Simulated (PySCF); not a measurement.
**2-bromophenol (Oc1ccccc1Br, C₆H₅BrO)**

Geometry:
```tsv
atom	x (Å)	y (Å)	z (Å)
O1	1.434	-1.673	-1.559
C2	0.195	-1.281	-1.239
C3	-0.891	-2.035	-1.700
C4	-2.193	-1.664	-1.391
C5	-2.446	-0.531	-0.615
C6	-1.379	0.231	-0.147
C7	-0.076	-0.145	-0.459
Br8	1.394	0.874	0.166
H9	2.066	-1.051	-1.167
H10	-0.675	-2.918	-2.306
H11	-3.024	-2.268	-1.762
H12	-3.469	-0.239	-0.372
H13	-1.550	1.121	0.462
```

Level of theory: quadratic response CAM-B3LYP/aug-cc-pVDZ first hyperpolarisability, Taylor convention, gas phase in PySCF 2.14.0. Geometry: PBE0-D3(BJ)/def2-SVP.

The calculation is non-relativistic, which matters for the atoms heavier than Zn.

Problem. Give the tensor of the static β(0;0,0) in the axes of these coordinates.

Solution. In au, Taylor convention; rows are the first index (the induced dipole):
|  | xx | yy | zz | xy | xz | yz |
| --- | --- | --- | --- | --- | --- | --- |
| x | +176.3 | +24.7 | +28.3 | -22.7 | -20.5 | -2.7 |
| y | -22.7 | -4.0 | +2.1 | +24.7 | -2.7 | +9.5 |
| z | -20.5 | +9.5 | -15.8 | -2.7 | +28.3 | +2.1 |

Norm of βᵢ = ⅓ Σⱼ (βᵢⱼⱼ + βⱼᵢⱼ + βⱼⱼᵢ): 232.2 au, hyper-Rayleigh value 88.3 au.
